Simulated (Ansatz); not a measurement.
Stepwise reaction of `[OH][Sc]([OH])[F]` with hydrogen fluoride, as a gas-phase model of exchange steps in deposition or etching. ΔE in kJ/mol; ΔG adds harmonic PBE0-D4 terms to CCSD(T)/CBS, at 1 bar.

Program: Ansatz. Geometries: PBE0-D4/def2-TZVP. ΔE: electronic, gas phase. CCSD(T)/CBS adds triple-zeta CCSD(T) − MP2 to the extrapolated MP2 energy (def2 sets, frozen cores). This one scheme is used for every species. DFT in def2-TZVPP. B3LYP here is the variant with VWN-RPA as its local correlation; programs differ in this. For Sc outer-core shells are correlated without core-valence functions, which leaves a few kJ/mol of doubt a bond. Scalar relativity is left out up to krypton. Each species was taken in one conformer, which may not be the lowest.

| step | reaction | PBE-D4 | B3LYP-D4 | ωB97M-V | CCSD(T)/CBS | ΔG(500 K) |
| --- | --- | --- | --- | --- | --- | --- |
| 1 | `[OH][Sc]([OH])[F]` + H–F → `[OH][Sc]([F])[F]` + H₂O | -58.9 | -56.4 | -56.3 | -48.1 | -45.8 |
| 2 | `[OH][Sc]([F])[F]` + H–F → `[F][Sc]([F])[F]` + H₂O | -55.4 | -52.4 | -52.3 | -44.8 | -38.1 |

By hand: ΔE of the 2 steps together at CCSD(T)/CBS.

(-48.1) + (-44.8) = -92.9 kJ/mol, or -46.5 kJ/mol a step.

In ΔE the steps differ by no more than 3.3 kJ/mol. All are downhill at CCSD(T)/CBS. ΔG lies between -45.8 and -38.1 kJ/mol a step. PBE-D4 differs from CCSD(T)/CBS by -10.8 to -10.6 kJ/mol a step. Isolated molecules leave out the surface, adducts and barriers. Largest T1 diagnostic: 0.017.
